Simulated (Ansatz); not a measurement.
Input file for Ansatz (a quantum-chemistry and plane-wave program): R-PBE0/def2-TZVPP on CH4F2OSi (SMILES O[SiH2]C(F)F).

Ansatz 0.2 input:
```yaml
crystal:
  periodic: [false, false, false]
  atoms:
    - {symbol: O, position_ang: [-1.80316410, 0.59523209, -0.12707176]}
    - {symbol: Si, position_ang: [-0.61240548, -0.50790455, 0.14211647]}
    - {symbol: C, position_ang: [1.12385893, 0.30456849, 0.02914201]}
    - {symbol: F, position_ang: [2.07739878, -0.66748117, 0.26620423]}
    - {symbol: F, position_ang: [1.27519594, 1.27052454, 0.99785922]}
    - {symbol: H, position_ang: [-2.03029346, 0.84255968, -1.02605080]}
    - {symbol: H, position_ang: [-0.77889690, -1.01632433, 1.51339520]}
    - {symbol: H, position_ang: [-0.62851504, -1.59268830, -0.86700021]}
    - {symbol: H, position_ang: [1.37682130, 0.77151354, -0.92859438]}
basis:
  gaussian:
    orbitals: def2-TZVPP
hamiltonian:
  xc: {name: PBE0}
scf: {lower_state_search: off}
```

Program output:

```
WARN ansatz: RAYON_NUM_THREADS=4 ignored (pool sized by the plan → 4); use --threads N
Functional definition: PBE0
these checks for a lower state are left out or cut short: stability, starts, cluster_reference, orbital_swaps, neighbouring_geometries, increment
integrals: 0.13 GiB planned
1170 factors; their error is unknown
mean field: 1.23 GiB planned
mean field evaluation 1: about -16448.6163 eV, gradient 5.7e1 eV
mean field evaluation 2: about -16441.1010 eV, gradient 8.6e1 eV
mean field evaluation 4: about -16453.4495 eV, gradient 3.2e0 eV
mean field evaluation 8: about -16453.5033 eV, gradient 3.6e-1 eV
mean field evaluation 16: about -16453.5034 eV, gradient 7.9e-6 eV
mean field -16453.50341166 eV, -604.6550977935 hartree, gradient 7.9e-6 eV, S^2 0.000000; 0 other end points of the search recorded, 0 dependent functions left out
reference -16453.50343909 eV, -604.6550988015 hartree; 25, 25 occupied and 197, 197 virtual orbitals, 1170 factors
Total energy: -16453.50343909 eV, -604.6550988015 hartree
Checks for a lower state left out: stability, starts, cluster_reference, orbital_swaps, neighbouring_geometries, increment
```

The calculation finished and met its thresholds.

Cost: around 4 core-seconds (rough).
